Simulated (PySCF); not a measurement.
Method used: PySCF 2.14.0, delta-SCF UKS SCAN, pcX-2 on the ionised atom, pcseg-1 elsewhere, spin-free X2C. Geometries: PBE0-D3(BJ)/def2-SVP; isolated species, one conformer each. Values against the vacuum level.

Task: Rank by computed C 1s binding energy, lowest first.
A. Carbon in `N#C[SiH2][SeH]`
B. C2 in `[CH3:1][C:2](=[O:3])[NH:4][GeH:5]1[O:6][CH2:7][CH2:8][O:9]1`
C. C5 in `[BH2-:1]1[O:2][CH:3]=[C:4]([CH:5]2[CH2:6][CH2:7]2)[CH:8]=[O+:9]1`
D. C2 in `[CH2:1]=[CH:2][Si:3]([CH:4]=[CH2:5])([CH:6]=[CH2:7])[CH:8]=[CH2:9]`

Result: D (289.71 eV), C (291.39 eV), A (291.92 eV), B (293.90 eV).

From the lowest up, the atoms are bonded to: C (double bond), H and Si (289.71); 3 C and H (291.39); N (triple bond) and Si (291.92); O (double bond), N and C (293.90).

Task: Order these sites by rising Si 1s binding energy.
A. Silicon in `C=C[Si](C=C)(C=C)C=C`
B. Silicon in `[SiH3][S][GaH2]`
C. Silicon in `N#C[SiH2][SeH]`

Result: A (1845.67 eV), B (1847.05 eV), C (1848.24 eV).

From the lowest up, the atoms are bonded to: 4 C (1845.67); S and 3 H (1847.05); C, Se and 2 H (1848.24).
